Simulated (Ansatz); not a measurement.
The first iterations of a band of F2H2O2Zr + H3P (11 atoms, charge 0, multiplicity 1).

All numbers below come from RHF/def2-SVP (Ansatz).

```json
{
 "movable images": "1",
 "climbing image": "no",
 "spring": "5.0 eV/Å²",
 "optimiser": "quadratic models (default)",
 "start path": "through a guess of the saddle point",
 "force threshold": "0.05 eV/Å",
 "iteration limit": "60",
 "end points": "relaxed"
}
```

Initial state:

```xyz
11
Properties=species:S:1:pos:R:3
Zr -0.452 0.154 -0.137
F -0.215 0.272 1.766
F 1.282 0.052 -0.959
O -1.345 1.732 -0.754
H -1.817 2.479 -1.074
O -1.452 -1.424 -0.559
H -1.975 -2.172 -0.785
P 2.409 -3.079 1.710
H 1.231 -3.614 1.139
H 2.720 -2.244 0.615
H 1.753 -2.078 2.461
```

Final state:

```xyz
11
Properties=species:S:1:pos:R:3
Zr -0.054 -0.696 -0.385
F -0.756 -0.582 2.114
F 0.666 -0.887 -2.146
O -0.110 1.201 -0.129
H -0.263 2.122 -0.022
O -1.658 -1.742 -0.435
H -2.505 -2.147 -0.473
P 1.863 -1.860 1.169
H 1.992 -3.108 0.522
H 3.025 -1.253 0.647
H -0.060 -0.971 2.562
```

| iteration | highest image above the first end (eV) | largest band force component (eV/Å) |
| --- | --- | --- |
| 1 | 5.556 | 4.507 |
| 2 | 4.561 | 2.716 |
| 3 | 3.792 | 2.341 |
| 4 | 3.477 | 5.529 |
| 5 | 3.045 | 1.477 |
| 6 | 2.670 | 0.539 |
| 7 | 2.468 | 0.451 |

Question: Does the band converge within its limit, and where does its top end?

Answer: It converged. It ended after 21 iterations with the highest image 2.070 eV above the first end. Neighbouring images differ by up to 2.1 eV, so the band resolves the path poorly. No image climbed, so the highest image needn't sit at the top of the path. So few images can step over the top or miss a turn of the path. The orbitals stay closed-shell, which can raise the energy where a bond breaks towards radicals; this wasn't checked here.

Run time: 64 s on 2 threads of Arm Neoverse V1, on a shared host, peak memory 0.32 GiB.
